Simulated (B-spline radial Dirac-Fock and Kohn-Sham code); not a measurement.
K-line shifts caused by a second vacancy in Rh

System: the free rhodium atom, configuration 1s2 2s2 2p6 3s2 3p6 3d10 4s2 4p6 4d8 5s1.

The computed values come from a radial finite-basis atomic code: multi-electron Dirac-Fock with separately optimised hole states, Breit and Lamb-shift corrections added in first order. Each two-hole energy is an average over J within one jj subconfiguration, not an observable level; in light atoms, where LS coupling holds, the j-resolved values are not observed lines, and for a K spectator the Kα1 hypersatellite is nearly forbidden. Correlation energy is missing from these numbers.

Lines without a spectator: Kα2 (K-L2) 20071.7 eV, Kα1 (K-L3) 20214.3 eV, Kβ3 (K-M2) 22695.1 eV, Kβ1 (K-M3) 22720.3 eV. Shifts in eV with one spectator hole (a dash: not computed, or left out as unreliable):

| spectator hole | Kα2 | Kα1 | Kβ3 | Kβ1 |
| --- | --- | --- | --- | --- |
| K (1s) | +507.2 | +520.0 | +644.5 | +647.1 |
| L2 (2p1/2) | +54.3 | +67.9 | – | +145.6 |
| L3 (2p3/2) | +55.1 | +54.6 | +131.7 | – |
| M2 (3p1/2) | – | +7.21 | +16.29 | +19.99 |
| M3 (3p3/2) | +5.58 | – | +17.37 | +16.77 |

With n spectator holes in 2p, averaged over the 2p shell (energies in eV):

| n | KαLⁿ | step | hypersatellite KαʰLⁿ |
| --- | --- | --- | --- |
| 0 | 20166.7 | – | 20682.5 |
| 1 | 20225.0 | +58.3 | 20742.1 |
| 2 | 20284.5 | +59.5 | 20803.0 |
| 3 | 20345.1 | +60.7 | 20865.0 |
| 4 | 20407.0 | +61.9 | 20928.3 |
| 5 | 20470.1 | +63.1 | 20992.8 |
